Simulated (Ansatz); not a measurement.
Total energies of ClGeH3N (`[NH][GeH2][Cl]`) radical.

```tsv
atom	x (Å)	y (Å)	z (Å)
N1	-1.2059	0.4316	0.7676
Ge2	0.1078	-0.0337	-0.4487
Cl3	1.9202	-0.7111	0.5182
H4	-0.8711	0.2972	1.7268
H5	0.4659	1.2123	-1.2658
H6	-0.4170	-1.1963	-1.2981
```

Total charge 0; spin multiplicity 2. Correlated methods include outer-core shells of Ge, which these sets cover unevenly. Scalar relativity is left out up to krypton. The structure was optimised at the PBE0-D4/def2-TZVP level. It is one conformer, not always the lowest. Basis def2-TZVPP, Ansatz 0.2.0.

RPA on PBE orbitals: Hartree–Fock energy of these orbitals -2591.04916 Eh, correlation -1.01793 Eh (frozen core).

| functional | energy without D4 (Eh) | D4 term (kJ/mol) |
| --- | --- | --- |
| revPBE | -2593.51222 | -30.4 |
| PBE0 | -2593.29610 | -9.3 |

**Question.** Give the same for LDA (SPW92), PBE, BLYP, r2SCAN, B97M-V, B3LYP, r2SCANh, r2SCAN0, HSE06 (plane-wave form), BHLYP, CAM-B3LYP, LC-ωPBE, ωB97X-V, ωB97M-V, B2PLYP, PBE-QIDH. (Estimate.)

**Answer.** The calculation gave: 
| functional | energy without D4 (Eh) | D4 term (kJ/mol) |
| --- | --- | --- |
| LDA (SPW92) | -2588.64819 | – |
| PBE | -2593.19945 | -11.0 |
| BLYP | -2593.80712 | -24.1 |
| r2SCAN | -2593.70750 | -2.5 |
| B97M-V | -2593.25986 | – |
| B3LYP | -2593.83780 | -18.1 |
| r2SCANh | -2593.69538 | -2.7 |
| r2SCAN0 | -2593.67847 | -3.0 |
| HSE06 (plane-wave form) | -2593.28602 | -8.7 |
| BHLYP | -2593.72576 | -14.9 |
| CAM-B3LYP | -2593.88377 | -9.5 |
| LC-ωPBE | -2593.34110 | – |
| ωB97X-V | -2593.49588 | – |
| ωB97M-V | -2593.60745 | – |
| B2PLYP | -2593.23078 | – |
| PBE-QIDH | -2592.87667 | – |

B3LYP takes the VWN-RPA correlation (the form of Gaussian; ORCA's B3LYP/G). HSE06 is the plane-wave form, built on full-range PBE exchange. The double hybrids freeze the cores in their second-order part.

LC-ωPBE has ω = 0.4 bohr⁻¹.
